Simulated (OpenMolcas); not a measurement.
Ru4+ in Cs2GeF6

Ru4+ with its 6 nearest fluoride ions at 1.886 Å, on the Ge site of Cs2GeF6 (a = 9.021 Å, distance in the model lattice 1.804 Å). The rest of the host is ab initio model potentials to 7.6 Å and point charges beyond; the distance is set by hand and nothing relaxes. Ligand basis ANO-RCC-VDZP.
```
Ru    0.0000    0.0000    0.0000
F     1.8860    0.0000    0.0000
F     0.0000    1.8860    0.0000
F    -1.8860    0.0000    0.0000
F     0.0000   -1.8860    0.0000
F     0.0000    0.0000    1.8860
F     0.0000    0.0000   -1.8860
```

| Quantity | Value |
| --- | --- |
| Program | OpenMolcas 26.06 |
| Method | SS-CASPT2, IPEA 0.25 Eh, imaginary shift 0.1 Eh (closed shells correlated: 4s 4p and the ligand valence shells) |
| Basis | ANO-RCC-VTZP [7s6p4d2f1g] |
| Scalar Hamiltonian | DKH2, point nucleus |
| Active space | 4 electrons in 5 orbitals (4d) |
| State averaging | 2S+1 = 5 even, 5 roots; 2S+1 = 3 even, 45 roots; 2S+1 = 1 even, 50 roots |
| Spin-orbit coupling | state interaction with AMFI integrals over the reference wave functions |

The lowest spin-free states (labels of O, the rotations of Oh), above the lowest:

| State | Degeneracy | E (cm-1) |
| --- | --- | --- |
| 3T1 | 3 | 0 |
| 1T2 | 3 | 6340 |
| 1E | 2 | 6840 |
| 1A1 | 1 | 15340 |
| 5E | 2 | 18970 |
| 3E | 2 | 29030 |
| 2S+1 = 3 | 3 | 30030 |
| 2S+1 = 3 | 3 | 30650 |
| 2S+1 = 3 | 1 | 31470 |
| 2S+1 = 3 | 1 | 32820 |
| 3E | 2 | 33600 |
| 1A2 | 1 | 34620 |
| 2S+1 = 1 | 3 | 34720 |
| 2S+1 = 1 | 3 | 36770 |
| 1E | 2 | 37390 |
| 2S+1 = 3 | 3 | 41700 |
| 2S+1 = 3 | 3 | 42290 |
| 1A1 | 1 | 42350 |
| 2S+1 = 1 | 3 | 46400 |
| 2S+1 = 1 | 3 | 48510 |

The lowest levels with spin-orbit coupling:

| E (cm-1) | Degeneracy | 2S+1 |
| --- | --- | --- |
| 0 | 1 | 3 |
| 790 | 3 | 3 |
| 1780 | 3 | 3 |
| 1810 | 2 | 3 |
| 7820 | 3 | 1 |
| 8290 | 2 | 1 |
| 16910 | 1 | 1 |
| 20370 | 1 | 5 |
| 20390 | 3 | 5 |
| 20400 | 2 | 5 |
| 20420 | 3 | 5 |
| 20430 | 1 | 5 |
| 30250 | 3 | 3 |
| 30450 | 3 | 3 |
| 30630 | 1 | 3 |
| 30940 | 3 | 3 |
| 31640 | 2 | 3 |
| 31770 | 3 | 3 |
| 31900 | 3 | 3 |
| 31970 | 2 | 3 |

Powder χT (cm3 K/mol): 0.00712 at 2 K, 0.0356 at 10 K, 0.178 at 50 K, 0.356 at 100 K, 0.706 at 200 K, 1.01 at 300 K. The effective moment at 300 K is 2.828 √(χT) = 2.84 μB.

The lowest level has 2S+1 = 3, for which the spin-only value is χT = S(S+1) / 2 = 1.000 cm3 K/mol (g = 2). The computed 1.006 at 300 K differs by +0.006, through orbital momentum, spin-orbit coupling and any other state in reach. With a threefold ground state the orbital momentum is unquenched, so the spin-only value is not expected to hold.

Roots that are degenerate in the reference are averaged as groups; the widest CASPT2 spread within a group is 970 cm-1 (the 3-fold group of multiplicity 3 near 108000 cm-1 above the lowest state of its run). Shifts and gaps below about the spread of the groups concerned are not significant. Over all roots computed the reference weight is 0.67 to 0.70; a low but even weight reflects the number of correlated electrons. An orbital triplet at a regular site is open to Jahn-Teller coupling, which can distort the site and quench the lowest spin-orbit gaps and is left out. The least metal-like active orbital is 74 % on the metal (Löwdin) and no ligand orbital is active, so the numbers are rough. Ligand-to-metal charge-transfer states are missing. With no ligand orbital active B as a rule stays too high, so bands that hang on it stand too high and its fall with covalency is understated. With one d shell and no ligand orbital active, 10Dq can be off by a tenth or more. No measured value stands beside these numbers; the geometry was set by hand and not optimised.

A state without a sure symmetry label is named by its multiplicity alone.
